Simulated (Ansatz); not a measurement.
Ansatz (a quantum-chemistry and plane-wave program) input for GeH7NSSi, SMILES [GeH3][S][SiH2]N, CAM-B3LYP/def2-SVPD. Coordinates come from a B3LYP-D3(BJ)/def2-SVP optimisation. The structure was generated by enumeration, and PubChem lists no compound with its InChIKey, so it may never have been made. The values are those of a single conformer.

Ansatz 0.2 input:
```yaml
crystal:
  periodic: [false, false, false]
  atoms:
    - {symbol: Si, position_ang: [-1.37836891, -0.94418710, -0.92632339]}
    - {symbol: N, position_ang: [-2.22997999, -0.75914981, 0.56473123]}
    - {symbol: S, position_ang: [0.20767338, 0.50489964, -1.24638711]}
    - {symbol: Ge, position_ang: [1.10510546, 0.42149046, 0.81099238]}
    - {symbol: H, position_ang: [-2.27367007, -0.74096396, -2.09605410]}
    - {symbol: H, position_ang: [-0.83006190, -2.32716724, -0.89584260]}
    - {symbol: H, position_ang: [-2.68421923, 0.11118526, 0.82256516]}
    - {symbol: H, position_ang: [-1.95834701, -1.29665849, 1.38106735]}
    - {symbol: H, position_ang: [2.52879901, 0.99286407, 0.68616052]}
    - {symbol: H, position_ang: [1.15502616, -1.04050345, 1.30426292]}
    - {symbol: H, position_ang: [0.28334858, 1.26782315, 1.80368745]}
basis:
  gaussian:
    orbitals: def2-SVPD
hamiltonian:
  xc: {name: CAM-B3LYP}
```

Program output:

```
WARN ansatz: RAYON_NUM_THREADS=1 ignored (pool sized by the plan → 1); use --threads N
Functional definition: CAM-B3LYP
integrals: 0.15 GiB planned
1569 factors; their error is unknown
integrals: 0.18 GiB planned
621 factors; integrals over basis functions are off by at most 1.9e-5 eV
mean field: 1.38 GiB planned
mean field evaluation 1: about -76821.5884 eV, gradient 4.9e1 eV
mean field evaluation 2: about -76819.7207 eV, gradient 5.6e1 eV
mean field evaluation 4: about -76826.0471 eV, gradient 2.1e0 eV
mean field evaluation 8: about -76826.0602 eV, gradient 1.2e-1 eV
mean field evaluation 16: about -76826.2961 eV, gradient 1.1e-4 eV
mean field -76826.29612458 eV, -2823.3143078443 hartree, gradient 2.4e-5 eV, S^2 0.000000; 0 other end points of the search recorded, 0 dependent functions left out
reference -76826.29627416 eV, -2823.3143133414 hartree; 38, 38 occupied and 127, 127 virtual orbitals, 1569 factors
Total energy: -76826.29627416 eV, -2823.3143133414 hartree
```

Self-consistency was reached.
